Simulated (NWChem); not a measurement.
System meant: GaI3; SMILES [I][Ga]([I])[I]

Input file for NWChem:

```
start job
memory heap 200 mb stack 900 mb global 1100 mb
geometry units angstroms noautoz
  Ga     0.000000     0.000000     0.000000
  I     -0.506446    -2.443648     0.000000
  I     -1.863038     1.660420     0.000000
  I      2.369485     0.783229     0.000000
end
basis spherical
  * library def2-svp
end
ecp
  I library def2-ecp
end
dft
  xc pbe0
  iterations 4
  mulliken
end
task dft energy
```

End of the output:

```
    Atom       Charge   Shell Charges
 -----------   ------   -------------------------------------------------------
    1 Ga  31    31.30   2.00  2.00  1.94  0.78  0.34  5.99  5.83  0.98  0.93  7.79  2.03  0.68
    2 I   25    24.90   1.25  0.73  1.04  0.77  2.77  3.19  2.49  2.63  9.48  0.55
    3 I   25    24.90   1.25  0.73  1.04  0.77  2.77  3.19  2.49  2.63  9.48  0.55
    4 I   25    24.90   1.25  0.73  1.04  0.77  2.77  3.19  2.49  2.63  9.48  0.55

 center of mass
 --------------
 x =  -0.00000000 y =   0.00000000 z =   0.00000000

 moments of inertia (a.u.)
 ------------------
        4233.444817089575           0.000000000000           0.000000000000
           0.000000000000        4233.444817089574           0.000000000000
           0.000000000000           0.000000000000        8466.889634179150

     Multipole analysis of the density
     ---------------------------------

     L   x y z        total         alpha         beta         nuclear
     -   - - -        -----         -----         ----         -------
     0   0 0 0     -0.000000    -53.000000    -53.000000    106.000000

     1   1 0 0      0.000000      0.000000      0.000000     -0.000000
     1   0 1 0     -0.000000     -0.000000     -0.000000      0.000000
     1   0 0 1     -0.000000     -0.000000     -0.000000      0.000000

     2   2 0 0    -71.633559   -452.821456   -452.821456    834.009352
     2   1 1 0     -0.000000     -0.000000     -0.000000      0.000000
     2   1 0 1     -0.000000     -0.000000     -0.000000      0.000000
     2   0 2 0    -71.633559   -452.821456   -452.821456    834.009352
     2   0 1 1     -0.000000     -0.000000     -0.000000      0.000000
     2   0 0 2    -71.044124    -35.522062    -35.522062      0.000000

 ------------------------------------------------------------------------
 dft energy failed                                                                                  0
 ------------------------------------------------------------------------
 ------------------------------------------------------------------------
  current input line :
    20: task dft energy
 ------------------------------------------------------------------------
 ------------------------------------------------------------------------
 This type of error is most commonly associated with calculations not reaching convergence criteria
 ------------------------------------------------------------------------
 For more information see the NWChem manual at https://nwchemgit.github.io

0:dft energy failed:Received an Error in Communication
```

**Question.** What is wrong, and how is it mended?

**Answer.** Convergence was not reached. Cause: the SCF was allowed too few iterations. This input runs:
```
start job
memory heap 200 mb stack 900 mb global 1100 mb
geometry units angstroms noautoz
  Ga     0.000000     0.000000     0.000000
  I     -0.506446    -2.443648     0.000000
  I     -1.863038     1.660420     0.000000
  I      2.369485     0.783229     0.000000
end
basis spherical
  * library def2-svp
end
ecp
  I library def2-ecp
end
dft
  xc pbe0
  iterations 150
  mulliken
end
task dft energy
```
It converges to -2817.66445 Ha (PBE0/def2-SVP with def2 effective core potentials on I).
